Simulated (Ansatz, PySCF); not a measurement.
Gas-phase reaction in SMILES: [O]=[Sn][F] → [O]=[Sn] + F atom (the F-Sn bond at the site shown breaks; other sites are not compared here)
Structures are relaxed separately at B3LYP-D3(BJ)/def2-TZVP in Ansatz (an electronic-structure program). Unstable Hartree-Fock reference: [O]=[Sn]. High T1 diagnostic, so coupled cluster is less sure: [O]=[Sn].

Wanted: bond dissociation energy (enthalpy at 298 K, with B3LYP-D3(BJ) rigid-rotor harmonic-oscillator terms from PySCF), in eV. Correlated levels leave the core frozen unless marked. UHF or UKS for open shells. Spin-orbit coupling is left out. The frozen core is the preceding noble-gas configuration, with the filled d and f shells of earlier blocks. Past Kr the def2 sets carry scalar-relativistic core potentials. CBS marks a two-point X^-3 extrapolation of the correlation energy; Hartree-Fock from the larger set. [CCSD(T)-MP2]/basis is that difference in the basis named.

```
level                                                                 program  bond dissociation energy (eV)  minus last row
-------------------------------------------------------------  --------------  -----------------------------  --------------
SVWN5/def2-TZVPD                                                       Ansatz                           3.50            0.55
TPSS-D3(BJ)/def2-TZVPD                                          PySCF + dftd3                           3.10            0.15
TPSSh/def2-TZVPD                                                        PySCF                           3.09            0.14
CAM-B3LYP-D3(BJ)/def2-TZVPD                                    Ansatz + dftd3                           3.24            0.29
wB97X-V/def2-TZVPD                                                     Ansatz                           3.21            0.26
B2GP-PLYP-D4/def2-TZVPD                                        Ansatz + dftd4                           2.81           -0.14
B2GP-PLYP/def2-TZVPD                                                   Ansatz                           2.80           -0.15
RI-MP2/def2-QZVPP                                                      Ansatz                           2.66           -0.29
CCSD(T)/def2-SVP                                                       Ansatz                           2.55           -0.40
RI-MP2/CBS(def2-TZVPPD,def2-QZVPPD)+[CCSD(T)-MP2]/def2-TZVPPD          Ansatz                           2.95            0.00
```
